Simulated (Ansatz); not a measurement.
A further run on Al₁₂P₁₂, a nanocrystal cut from wurtzite AlP (bare).

```yaml
crystal:
  periodic: [false, false, false]
  atoms:
    - {symbol: P, position_ang: [-0.012502, -2.530533, -3.655385]}
    - {symbol: Al, position_ang: [-1.646314, -0.941007, -3.310122]}
    - {symbol: Al, position_ang: [-0.006157, -2.136831, -1.255747]}
    - {symbol: P, position_ang: [-2.289487, -1.316504, -1.109921]}
    - {symbol: P, position_ang: [-0.000933, -2.639371, 1.113749]}
    - {symbol: Al, position_ang: [-1.848932, -1.065670, 1.258021]}
    - {symbol: Al, position_ang: [0.004017, -1.891450, 3.312755]}
    - {symbol: P, position_ang: [-2.187284, -1.263709, 3.657830]}
    - {symbol: P, position_ang: [-2.199666, 1.271502, -3.647249]}
    - {symbol: Al, position_ang: [-1.850670, 1.071170, -1.249273]}
    - {symbol: P, position_ang: [-2.281215, 1.322754, 1.119912]}
    - {symbol: Al, position_ang: [-1.628313, 0.946824, 3.317063]}
    - {symbol: Al, position_ang: [1.628217, -0.946439, -3.317821]}
    - {symbol: P, position_ang: [2.280488, -1.323142, -1.120580]}
    - {symbol: Al, position_ang: [1.851872, -1.071955, 1.250411]}
    - {symbol: P, position_ang: [2.198572, -1.270543, 3.649304]}
    - {symbol: P, position_ang: [2.186625, 1.264293, -3.658243]}
    - {symbol: Al, position_ang: [-0.004633, 1.891661, -3.312314]}
    - {symbol: Al, position_ang: [1.849259, 1.065549, -1.258194]}
    - {symbol: P, position_ang: [0.002510, 2.639531, -1.113211]}
    - {symbol: P, position_ang: [2.290617, 1.314593, 1.110066]}
    - {symbol: Al, position_ang: [0.006277, 2.135917, 1.254971]}
    - {symbol: Al, position_ang: [1.645742, 0.941761, 3.310097]}
    - {symbol: P, position_ang: [0.011900, 2.531590, 3.653893]}
basis:
  gaussian: {orbitals: STO-3G, fitting: {mean_field: def2-universal-jkfit}}
magnetization: {spin_polarized: true, initial_magnetization: 0}
hamiltonian: {xc: {name: rPW86-PBE}}
output: {forces: true}
```

```sh
$ ansatz run in.yaml --threads 2 --pin off --events-out ev --progress --plain --max-ram 22528MiB --backend cuda --devices 0, --max-vram 18GiB
```

Shortened log:

```
Functional definition: rPW86-PBE
3072 factors; integrals over basis functions are off by at most 8.1e-3 eV
mean field evaluation 1: about -188577.2924 eV, gradient 6.5e1 eV
mean field evaluation 2: about -188381.9404 eV, gradient 1.7e2 eV
mean field evaluation 4: about -188600.9088 eV, gradient 2.9e1 eV
mean field evaluation 8: about -188608.3439 eV, gradient 5.7e-1 eV
mean field evaluation 16: about -188608.3467 eV, gradient 2.6e-4 eV
mean field evaluation 32: about -188605.3923 eV, gradient 6.3e0 eV
mean field evaluation 64: about -188607.3788 eV, gradient 1.6e0 eV
mean field -188608.34671076 eV, -6931.2288982914 hartree, gradient 5.4e-5 eV, S^2 0.000000; 4 other end points of the search recorded, 0 dependent functions left out
reference -188608.34685693 eV, -6931.2289036629 hartree; 168, 168 occupied and 48, 48 virtual orbitals, 3072 factors
Total energy: -188608.34685693 eV, -6931.2289036629 hartree
Atom 0 at    -0.012502    -2.530533    -3.655385 Å, force     0.005379     1.131562     1.309393 eV/Å
Atom 1 at    -1.646314    -0.941007    -3.310122 Å, force     0.224705     0.128188     0.447092 eV/Å
Atom 2 at    -0.006157    -2.136831    -1.255747 Å, force    -0.001092     0.450929    -0.656275 eV/Å
Atom 3 at    -2.289487    -1.316504    -1.109921 Å, force     2.076173     1.197001    -0.580253 eV/Å
Atom 4 at    -0.000933    -2.639371     1.113749 Å, force     0.003781     2.397245     0.578616 eV/Å
Atom 5 at    -1.848932    -1.065670     1.258021 Å, force     0.390489     0.224394     0.656752 eV/Å
Atom 6 at     0.004017    -1.891450     3.312755 Å, force    -0.000442     0.257362    -0.445467 eV/Å
Atom 7 at    -2.187284    -1.263709     3.657830 Å, force     0.978911     0.564201    -1.310525 eV/Å
Atom 8 at    -2.199666     1.271502    -3.647249 Å, force     0.982517    -0.568734     1.304741 eV/Å
Atom 9 at    -1.850670     1.071170    -1.249273 Å, force     0.387204    -0.224346    -0.659561 eV/Å
Atom 10 at    -2.281215     1.322754     1.119912 Å, force     2.076898    -1.202551     0.570114 eV/Å
Atom 11 at    -1.628313     0.946824     3.317063 Å, force     0.222185    -0.129190    -0.447405 eV/Å
Atom 12 at     1.628217    -0.946439    -3.317821 Å, force    -0.222242     0.128866     0.447841 eV/Å
Atom 13 at     2.280488    -1.323142    -1.120580 Å, force    -2.074825     1.202557    -0.571138 eV/Å
Atom 14 at     1.851872    -1.071955     1.250411 Å, force    -0.386701     0.224709     0.657612 eV/Å
Atom 15 at     2.198572    -1.270543     3.649304 Å, force    -0.982378     0.567970    -1.308736 eV/Å
Atom 16 at     2.186625     1.264293    -3.658243 Å, force    -0.978031    -0.565981     1.311332 eV/Å
Atom 17 at    -0.004633     1.891661    -3.312314 Å, force     0.000646    -0.257411     0.446003 eV/Å
Atom 18 at     1.849259     1.065549    -1.258194 Å, force    -0.390894    -0.222622    -0.656819 eV/Å
Atom 19 at     0.002510     2.639531    -1.113211 Å, force    -0.006276    -2.397873    -0.578185 eV/Å
Atom 20 at     2.290617     1.314593     1.110066 Å, force    -2.078053    -1.194210     0.580332 eV/Å
Atom 21 at     0.006277     2.135917     1.254971 Å, force     0.000340    -0.451965     0.657268 eV/Å
Atom 22 at     1.645742     0.941761     3.310097 Å, force    -0.224314    -0.128588    -0.445973 eV/Å
Atom 23 at     0.011900     2.531590     3.653893 Å, force    -0.003981    -1.131516    -1.306759 eV/Å
Dipole moment:     0.000031    -0.000087    -0.000249 e Å
```

Run time 15 s (2 threads of AMD EPYC 7R13 on a shared host and a share (18 GiB) of an NVIDIA H100 80GB HBM3), peak host memory 1.4 GiB.
